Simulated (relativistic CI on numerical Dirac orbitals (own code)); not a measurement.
## V4+ in a cubic cluster: 2p photoemission with charge transfer

Computed with a charge-transfer multiplet model of a cubic metal-ligand cluster with up to 2 ligand holes, Slater and spin-orbit integrals from Dirac-Coulomb-Breit ions, Slater integrals scaled by 0.9. The ground state mixes d1 with configurations of k ligand holes L, whose averages lie at kΔ + k(k − 1)U_dd/2; a core hole lowers each added d electron by U_cd. 20 K, Lorentzian 0.6 eV and Gaussian 0.8 eV FWHM.

Atomic integrals in eV (Slater integrals scaled, ζ unscaled), ground: F2dd 9.064, F4dd 5.680, zeta_d 0.029; with the core hole: F2dd 9.064, F4dd 5.680, zeta_d 0.047, zeta_core 4.606, F2cd 6.737, G1cd 5.189, G3cd 2.951. Where a configuration has fewer than two d electrons, the dd integrals are those of d2.

Cluster parameters (eV): U_dd = 4.3, U_cd = 5.2, 10Dq = 0.5, 10Dq(ligand) = 0.6, V(eg) = 2.55, V(t2g) = -1.39, final-state hopping factor = 0.8.

| Case | n_d | d1 | d2L | d3L2 | S |
| --- | --- | --- | --- | --- | --- |
| Δ = 1.7 eV | 1.82 | 0.33 | 0.52 | 0.15 | 0.50 |
| Δ = 3.7 eV | 1.65 | 0.45 | 0.46 | 0.09 | 0.50 |
| Δ = 4.7 eV | 1.57 | 0.51 | 0.42 | 0.07 | 0.50 |

Weights, n_d and S are thermal averages at 20 K. Binding energies count from the first peak over 30 % of the highest in each spectrum, which can be another peak from case to case. The parameters are a model scan and need not match a compound or its usual spin state. Peaks in eV (height, largest 100):
- Δ = 1.7 eV: 0.0 (100), 8.1 (42)
- Δ = 3.7 eV: 0.0 (100), 3.0 (14), 8.1 (44)
- Δ = 4.7 eV: 0.0 (100), 3.1 (14), 8.2 (43)

Curve for Δ = 3.7 eV (points under 2 left out, the grid thinned):

E (eV), Intensity and a bar:
```
     -3.6        2.0 
     -3.1        2.8 
     -2.6        4.1 #
     -2.1        7.0 ##
     -1.7       13.1 ####
     -1.2       33.7 ##########
     -0.7       68.4 #####################
     -0.2       96.1 ##############################
      0.3       95.1 ##############################
      0.8       66.2 ####################
      1.3       35.4 ###########
      1.8       18.9 #####
      2.2       14.0 ####
      2.7       13.5 ####
      3.2       13.9 ####
      3.7       13.0 ###
      4.2       12.4 ###
      4.7       12.0 ###
      5.2       12.5 ###
      5.6       14.7 ####
      6.1       20.4 ######
      6.6       27.2 ########
      7.1       30.3 #########
      7.6       36.0 ###########
      8.1       43.6 #############
      8.6       36.5 ###########
      9.0       26.2 ########
      9.5       19.2 #####
     10.0       17.3 #####
     10.5       15.0 ####
     11.0       11.3 ###
     11.5        9.1 ##
     12.0        7.7 ##
     12.4        6.3 #
     12.9        4.8 #
     13.4        4.1 #
     13.9        3.8 #
     14.4        3.2 
     14.9        2.8 
     15.4        2.8 
     15.9        3.2 
     16.3        3.8 #
     16.8        4.1 #
     17.3        3.3 
     17.8        2.1
```

For the case Δ = 3.7 eV, Δ = 3.7 eV is smaller than U_dd = 4.3 eV, the charge-transfer side of the Zaanen-Sawatzky-Allen scheme. With the core hole the configuration with one ligand hole lies at Δ − U_cd = -3.5, -1.5, -0.5 eV from the one without, in the order of the table; where this is negative the screened configuration lies lower, though the effective hopping of about 4.5 eV (from the holes of the mixed ground state) mixes the two strongly wherever it is as large as the gap.

With at most 2 ligand holes the space is cut while the next configuration still counts, so covalency is underestimated, and a final configuration with one more ligand hole, which can lie low, is missing from the spectra.
